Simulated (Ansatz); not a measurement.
Start from `[SiH3][SiH]1BC1` and change one atom or group to get `O[SiH]1BC1`.

Ansatz, PBE0-D4/def2-TZVP geometries, multiplicity 1. Each molecule was computed in one conformer, which needn't be the lowest.

```
                                        property  `[SiH3][SiH]1BC1`
           HOMO–LUMO gap (B3LYP/def2-TZVPP) / eV               4.81
              HOMO energy (PBE0/def2-TZVPP) / eV              -6.82
size of the dipole moment (B3LYP/def2-TZVPP) / D               0.79
         HOMO–LUMO gap (ωB97M-V/def2-TZVPP) / eV               9.12
  size of the dipole moment (PBE/def2-TZVPP) / D               0.86
             HOMO–LUMO gap (PBE/def2-TZVPP) / eV               3.25
```

(1) What does the change do to each property? (Best estimate.)

## Answers

(1) Computed: 
| property | `O[SiH]1BC1` | shift |
| --- | --- | --- |
| HOMO–LUMO gap (B3LYP/def2-TZVPP) / eV | 5.16 | 0.35 |
| HOMO energy (PBE0/def2-TZVPP) / eV | -6.83 | -0.01 |
| size of the dipole moment (B3LYP/def2-TZVPP) / D | 2.45 | 1.66 |
| HOMO–LUMO gap (ωB97M-V/def2-TZVPP) / eV | 9.57 | 0.45 |
| size of the dipole moment (PBE/def2-TZVPP) / D | 2.47 | 1.61 |
| HOMO–LUMO gap (PBE/def2-TZVPP) / eV | 3.59 | 0.34 |

The zero-point energy changes by -27.6 kJ/mol with -6 modes. Dipoles are sizes alone; their direction can turn.

B3LYP here is the variant with VWN-RPA as its local correlation; programs differ in this.
